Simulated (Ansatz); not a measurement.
Basis sets compared for Sn(OMe)H3 (CH₆OSn). The state is a singlet with charge 0. Geometry r2SCAN-D4/def2-TZVP. Ansatz on 4 threads of Intel Xeon on a shared host; times are rough, and most runs start from earlier orbitals.

| atom | x (Å) | y (Å) | z (Å) |
| --- | --- | --- | --- |
| Sn1 | 1.338 | 0.544 | -0.220 |
| O2 | 0.093 | -0.898 | 0.298 |
| C3 | -1.292 | -0.622 | 0.245 |
| H4 | -1.583 | 0.201 | 0.915 |
| H5 | -1.829 | -1.520 | 0.564 |
| H6 | -1.632 | -0.370 | -0.771 |
| H7 | 0.974 | 0.975 | -1.834 |
| H8 | 2.868 | -0.168 | -0.037 |
| H9 | 1.065 | 1.857 | 0.841 |

In the def2 sets Sn takes a core potential; there is no spin–orbit coupling.

Binding counts from free atoms (Sn triplet, O triplet, C triplet, H doublet) in the same basis, without a counterpoise term.

```json
{"level": "PBE-D4/def2-SVP", "functions": "84", "energy (Eh)": "-330.9603", "HOMO (eV)": "-5.71", "LUMO (eV)": "-0.89", "binding per atom (eV)": "3.20", "wall time": "1.1 s"}
{"level": "PBE0-D4/def2-SVP", "functions": "84", "energy (Eh)": "-330.9821", "HOMO (eV)": "-7.32", "LUMO (eV)": "-0.07", "binding per atom (eV)": "3.15", "wall time": "1.5 s"}
```

Estimate the rows for PBE-D4/def2-TZVP, PBE0-D4/def2-TZVP (with forces).


```
                          level  functions  energy (Eh)  HOMO (eV)  LUMO (eV)  binding per atom (eV)  wall time
               PBE-D4/def2-TZVP        148    -331.1135      -5.94      -1.18                   3.21      2.1 s
PBE0-D4/def2-TZVP (with forces)        148    -331.1320      -7.50      -0.40                   3.15      3.5 s
```
